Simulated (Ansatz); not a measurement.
`OC1(Cl)C[SiH2]1` and `CC1(Cl)C[SiH2]1` differ in one atom or group.

Ansatz, PBE0-D4/def2-TZVP geometries, multiplicity 1. Each molecule was computed in one conformer, which needn't be the lowest.

```tsv
property	`OC1(Cl)C[SiH2]1`
LUMO energy (PBE0/def2-TZVPP) / eV	-0.35
LUMO energy (PBE/def2-TZVPP) / eV	-1.19
HOMO energy (PBE0/def2-TZVPP) / eV	-7.14
size of the dipole moment (PBE/def2-TZVPP) / D	2.02
LUMO energy (B3LYP/def2-TZVPP) / eV	-0.58
HOMO energy (PBE/def2-TZVPP) / eV	-5.96
```

Question: What does the change do to each property? (Best estimate.)

Answer: Ansatz gave: 
```json
{"property": "LUMO energy (PBE0/def2-TZVPP) / eV", "`CC1(Cl)C[SiH2]1`": "-0.19", "shift": "0.16"}
{"property": "LUMO energy (PBE/def2-TZVPP) / eV", "`CC1(Cl)C[SiH2]1`": "-1.05", "shift": "0.14"}
{"property": "HOMO energy (PBE0/def2-TZVPP) / eV", "`CC1(Cl)C[SiH2]1`": "-6.87", "shift": "0.27"}
{"property": "size of the dipole moment (PBE/def2-TZVPP) / D", "`CC1(Cl)C[SiH2]1`": "1.81", "shift": "-0.21"}
{"property": "LUMO energy (B3LYP/def2-TZVPP) / eV", "`CC1(Cl)C[SiH2]1`": "-0.42", "shift": "0.16"}
{"property": "HOMO energy (PBE/def2-TZVPP) / eV", "`CC1(Cl)C[SiH2]1`": "-5.74", "shift": "0.22"}
```

With PBE0 the HOMO rises by 0.27 eV and the LUMO rises by 0.16 eV, so the gap narrows by about 0.11 eV. PBE moves the HOMO by 0.22 eV and ωB97M-V by 0.29 eV. Dipoles are sizes alone; their direction can turn.

Positive LUMOs are unbound, so they and the gaps depend on the basis.

B3LYP here is the variant with VWN-RPA as its local correlation; programs differ in this.
